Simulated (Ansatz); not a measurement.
Input and output for W₂O₂⁺.

```yaml
crystal:
  periodic: [false, false, false]
  atoms:
    - {symbol: W, position_ang: [-0.232045, -0.955395, 0.693420]}
    - {symbol: W, position_ang: [0.203755, 0.838941, -0.608888]}
    - {symbol: O, position_ang: [-1.145349, -0.364123, -1.012184]}
    - {symbol: O, position_ang: [1.173638, 0.480577, 0.927662]}
basis:
  gaussian: {orbitals: def2-SVP}
total_charge: 1
magnetization: {spin_polarized: true, initial_magnetization: 1}
hamiltonian: {xc: {name: PBE0-DH}}
```

```sh
$ ansatz run in.yaml --threads 4 --pin off --events-out ev --progress --plain --max-ram 3916MiB
```

Output, abridged:

```
Functional definition: PBE0-DH
886 factors; integrals over basis functions are off by at most 7.2e-4 eV
mean field evaluation 1: about -7698.0122 eV, gradient 7.1e1 eV
mean field evaluation 2: about -7698.4684 eV, gradient 7.1e1 eV
mean field evaluation 4: about -7712.2672 eV, gradient 3.4e1 eV
mean field evaluation 8: about -7717.9882 eV, gradient 1.4e0 eV
mean field evaluation 16: about -7719.4394 eV, gradient 8.2e-1 eV
mean field evaluation 32: about -7633.9683 eV, gradient 4.4e2 eV
mean field evaluation 64: about -7637.5990 eV, gradient 5.0e2 eV
mean field evaluation 96: about -7717.2834 eV, gradient 2.1e-3 eV
mean field evaluation 128: about -7717.7152 eV, gradient 1.2e-1 eV
mean field evaluation 160: about -7716.3989 eV, gradient 5.8e0 eV
mean field evaluation 192: about -7719.4593 eV, gradient 3.4e-2 eV
mean field evaluation 224: about -7718.7391 eV, gradient 2.7e-1 eV
mean field evaluation 256: about -7718.7398 eV, gradient 1.9e-6 eV
mean field evaluation 288: about -7718.2286 eV, gradient 1.6e-1 eV
mean field evaluation 320: about -7718.5347 eV, gradient 5.9e0 eV
mean field evaluation 352: about -7718.2177 eV, gradient 3.1e-1 eV
mean field evaluation 384: about -7691.5600 eV, gradient 3.8e1 eV
mean field -7719.45931973 eV, -283.6848975627 hartree, gradient 8.6e-6 eV, S^2 2.396137; 15 other end points of the search recorded, 0 dependent functions left out
2 core orbitals not correlated: weight in the atoms' cores, before any rotation towards them, 1.000 or more for the frozen orbitals, at most 0.000 for the correlated occupied ones
reference -7719.45934479 eV, -283.6848984835 hartree; 20, 19 occupied and 70, 71 virtual orbitals, 886 factors
second order -34.28764231 eV of doubles, -0.00000000 eV of singles
Total energy: -7723.74530008 eV, -283.8424044353 hartree
```

Hardware: 4 threads of Arm Neoverse V2 on a shared host. Wall time 34 s.

In the def2 sets W takes a core potential; there is no spin–orbit coupling. Correlated methods freeze 2 core orbitals; core or outer-core shells of W are correlated, in sets that lack core-valence functions. The charge 1 doublet is spin-contaminated (final ⟨S²⟩ up to 2.40, 0.75 for a pure state).
